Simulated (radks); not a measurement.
Q: Species: Te II. Configuration: [Kr] 4d9.5 5p5.5 (fractional occupations, a model configuration). Method: Dirac Kohn-Sham, BLYP, spin-unpolarised, spherical densities, finite nucleus; open shells fill j = l - 1/2 first; Fermi nuclear charge, rms radius 4.7423 fm; computed with a radial shooting solver on a logarithmic mesh with Libxc functionals. Some entries of the table are withheld. Estimate them.

orbital  occ.  eigenvalue (Ry)  <r> (bohr)
1s1/2       2        -2324.423     0.02781
2s1/2       2        -357.3599      0.1194
2p1/2       2              (1)      0.1008
2p3/2       4              (2)      0.1064
3s1/2       2              (3)      0.3219
3p1/2       2        -62.82283      0.3122
3p3/2       4        -59.06113      0.3237
3d3/2       4        -42.78048      0.2946
3d5/2       6        -41.99361      0.2983
4s1/2       2        -13.18961      0.7624
4p1/2       2        -10.00991      0.7981
4p3/2       4         -9.28697      0.8263
4d3/2       4         -4.19565      0.9505
4d5/2     5.5         -4.08444      0.9619
5p1/2       2         -1.18401       2.305
5p3/2     3.5         -1.10504       2.398

A: 
(1) 2p1/2 eigenvalue (Ry): -334.9339
(2) 2p3/2 eigenvalue (Ry): -314.7505
(3) 3s1/2 eigenvalue (Ry): -72.04608
